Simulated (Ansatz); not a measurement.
`C[CH2][SnH]([F])[F]` → `[F][SnH2][F]` + `C=C` at 700 K and 1 bar (β-hydride elimination).

Computed with Ansatz on PBE0-D4/def2-TZVP structures; ΔE is electronic, products minus reactants. CCSD(T)/CBS adds triple-zeta CCSD(T) − MP2 to the extrapolated MP2 energy (def2 sets, frozen cores). This one scheme is used for every species. Elements past krypton have def2 core potentials. For Sn outer-core shells are correlated without core-valence functions, which leaves a few kJ/mol of doubt a bond. One conformer a species, not always the lowest.

```json
{"species": "`C[CH2][SnH]([F])[F]`", "CCSD(T)/CBS energy (Eh)": "-493.39757", "H − E (kJ/mol)": "282.3", "S (J/(mol·K))": "499.8"}
{"species": "`[F][SnH2][F]`", "CCSD(T)/CBS energy (Eh)": "-414.86106", "H − E (kJ/mol)": "93.1", "S (J/(mol·K))": "360.2"}
{"species": "`C=C`", "CCSD(T)/CBS energy (Eh)": "-78.48111", "H − E (kJ/mol)": "168.9", "S (J/(mol·K))": "268.4"}
```

H − E and S are ideal-gas, rigid-rotor, harmonic terms from PBE0-D4/def2-TZVP, for one conformer and one mirror image of each species. 1 Eh = 2625.50 kJ/mol, R = 8.31446 J/(mol·K).

Problem. By hand: ΔE, ΔH, ΔS and ΔG.

Solution. ΔE = (-414.86106) + (-78.48111) − (-493.39757) = 0.05540 Eh = 145.5 kJ/mol. Δ(H − E) = 93.1 + 168.9 − 282.3 = -20.3, so ΔH = 125.2 kJ/mol. ΔS = 360.2 + 268.4 − 499.8 = 128.8 J/(mol·K). ΔG = 125.2 − 700 × (128.8)/1000 = 35.0 kJ/mol.

Problem. By hand: the equilibrium constant, and the temperature at which ΔG would vanish if ΔH and ΔS stayed fixed.

Solution. log₁₀ K = −ΔG/(RT ln 10) = -2.6. ΔG = 0 at ΔH/ΔS = 972 K.

The number of gas molecules changes by +1, which sets the sign of ΔS. A doubt of 5 kJ/mol in ΔE shifts log₁₀ K by 0.4 here. Other conformers and mirror images would add mixing entropy, several J/(mol·K) or more a flexible species. Modes under 60 cm⁻¹, often nearly free rotors, make the harmonic entropy too high. These are equilibria of isolated gas molecules and say nothing of rates. Largest T1 diagnostic: 0.014 (customary marks: 0.02 for closed shells, 0.045 for open ones).
